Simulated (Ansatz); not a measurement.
Consider the ligand exchange at the Al–N bond: `CC(=S)[NH][AlH2]` + `O[SiH3]` → `[AlH2][O][SiH3]` + `CC(N)=S`.

Computed with Ansatz on PBE0-D4/def2-TZVP structures; ΔE is electronic, products minus reactants. CBS: MP2 limit from def2 TZ/QZ plus the TZ coupled-cluster correction, frozen cores. DFT in def2-TZVPP. B3LYP here is the variant with VWN-RPA as its local correlation; programs differ in this. Each species was taken in one conformer, which may not be the lowest.

`CC(=S)[NH][AlH2]`:

Z-matrix (Å, degrees):
```
C
C 1 1.499
H 1 1.086 2 110.3
H 1 1.095 2 110.5 3 120.7
H 1 1.094 2 110.7 3 -120.9
S 2 1.642 1 121.9 3 -0.8
N 2 1.360 1 115.8 3 179.3
Al 7 1.810 2 133.2 1 -0.0
H 7 1.015 2 109.6 1 179.9
H 8 1.575 7 119.9 2 -0.1
H 8 1.577 7 113.7 2 179.9
```

`O[SiH3]`:

Z-matrix (Å, degrees):
```
Si
O 1 1.648
H 1 1.489 2 111.7
H 1 1.489 2 111.7 3 120.9
H 1 1.481 2 105.9 3 -119.6
H 2 0.957 1 117.9 3 -60.5
```

`[AlH2][O][SiH3]`:

Cartesian coordinates in Å:
```
Al 1.669 0.844 0.000
O 0.165 0.090 -0.016
Si -1.281 -0.646 -0.001
H 1.753 2.338 -0.505
H 2.909 0.013 0.515
H -1.504 -1.349 -1.293
H -2.366 0.351 0.196
H -1.344 -1.641 1.103
```

`CC(N)=S`:

Z-matrix (Å, degrees):
```
C
C 1 1.500
H 1 1.086 2 110.2
H 1 1.095 2 109.6 3 119.6
H 1 1.094 2 111.0 3 -121.4
N 2 1.340 1 114.4 3 170.8
S 2 1.643 1 123.2 3 -10.0
H 6 1.006 2 119.0 1 178.8
H 6 1.005 2 121.8 1 -0.9
```

CCSD(T)/CBS gives -16.9 kcal/mol.

Another level gave -16.5 kcal/mol. Which?
A. HF/def2-TZVPP
B. ωB97M-V/def2-TZVPP
C. PBE/def2-TZVPP
D. B3LYP/def2-TZVPP

C. PBE -16.5, ωB97M-V -17.7, HF/def2-TZVPP -21.8, B3LYP -19.0 kcal/mol.

Largest T1 diagnostic among the species: 0.017.

From PBE to PBE0 (25 % exact exchange), in def2-TZVPP and without D4, ΔE moves by −1.0 kcal/mol. In def2-TZVPP, CCSD(T) changes the Hartree–Fock value by +5.0 kcal/mol (the triples alone add +0.9 kcal/mol) and MP2 by +4.9 kcal/mol. The D4 term adds +1.1 kcal/mol with B3LYP and +0.6 kcal/mol with PBE0; it sums over pairs of atoms, weighted by their polarisabilities, and B3LYP, whose exchange is more repulsive, gets the larger term.
